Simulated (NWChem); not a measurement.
System: C₄H₆Br₂; SMILES C=C(Br)CCBr

NWChem input:

```
start job
memory heap 200 mb stack 900 mb global 1100 mb
geometry units angstroms noautoz
  C      1.388289     0.470892    -0.908877
  C      0.209186     0.840861    -0.414604
  Br    -0.023912     2.618288     0.223128
  C     -1.039378     0.019646    -0.290445
  C     -0.976770    -1.397976    -0.816266
  Br     0.089460    -2.599278     0.285449
  H      1.545068    -0.555126    -1.250749
  H      2.230263     1.162440    -0.962538
  H     -1.841731     0.540909    -0.844585
  H     -1.366573     0.018213     0.762967
  H     -0.554063    -1.447146    -1.828624
  H     -1.980745    -1.838987    -0.834946
end
basis spherical
  * library def2-tzvpp
end
dft
  xc xpbe96 cpbe96
  iterations 150
  semidirect filesize 400000000
  mulliken
end
task dft energy
```

The geometry was optimised at PBE0/def2-SVP. Not confirmed as a minimum by frequencies.

### Question
What results follow from this input? (PBE/def2-TZVPP.) Quantities: basis functions; energy (Ha); highest occupied level (eV); orbital gap (eV); dipole (D).

### Answer
| Property | Result |
|---|---|
| number of basis functions | 304 |
| energy (Ha) | -5303.40 |
| highest occupied level (eV) | -6.18 |
| orbital gap (eV) | 4.84 |
| dipole (D) | 1.71 |
